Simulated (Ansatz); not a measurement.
Computed with Ansatz on PBE0-D4/def2-TZVP structures; ΔE is electronic, products minus reactants. CCSD(T)/CBS is the MP2 limit (def2-TZVPP, def2-QZVPP) plus CCSD(T) − MP2 in def2-TZVPP, frozen cores. This one scheme is used for every species. Functionals use def2-TZVPP. Each species was taken in one conformer, which may not be the lowest.

Consider the cleavage of the B–Si bond: `FB[SiH2]S` + `[SiH3]N[SiH3]` → `FBN([SiH3])[SiH3]` + `[SiH3]S`.

```json
{"level": "r2SCAN0-D4", "ΔE (kJ/mol)": "-155.8"}
{"level": "r2SCANh", "ΔE (kJ/mol)": "-153.6"}
{"level": "CAM-B3LYP", "ΔE (kJ/mol)": "-154.3"}
{"level": "LC-ωPBE", "ΔE (kJ/mol)": "-147.9"}
{"level": "RPA@PBE/def2-TZVPP", "ΔE (kJ/mol)": "-153.7"}
{"level": "HF/def2-QZVPP", "ΔE (kJ/mol)": "-157.9"}
{"level": "HF/CBS(def2)", "ΔE (kJ/mol)": "-158.0"}
{"level": "CCSD/CBS(def2)", "ΔE (kJ/mol)": "-154.0"}
```

Task: What does CCSD(T)/CBS give? (Best estimate.)

Result: The calculation gave: -154.5 kJ/mol. The listed levels differ from it by -1.3, 0.9, 0.2, 6.6, 0.8, -3.4, -3.5, 0.5 kJ/mol.

Task: What do rigid-rotor, harmonic-oscillator terms from PBE0-D4/def2-TZVP frequencies (298.15 K, 1 bar) make of the CCSD(T)/CBS value? (An estimate is asked.)

Result: Computed: ΔZPE = -1.1 kJ/mol, ΔH = -157.6 kJ/mol, ΔS = -40 J/(mol·K), ΔG = -145.7 kJ/mol. Modes under 50 cm⁻¹ make the entropy rough.

Largest T1 diagnostic among the species: 0.014.

At CCSD(T), def2-SVP lies −16.0 kJ/mol from the extrapolated value and def2-TZVPP −2.1 kJ/mol. From PBE to PBE0 (25 % exact exchange), in def2-TZVPP and without D4, ΔE moves by −5.7 kJ/mol. Leaving LDA and LC-ωPBE aside and taking each functional with its dispersion term where it has one, the values, not all of them listed here, spread over 17.2 kJ/mol, from BHLYP-D4 to revPBE-D4. LDA lies −14.3 kJ/mol from PBE without D4.
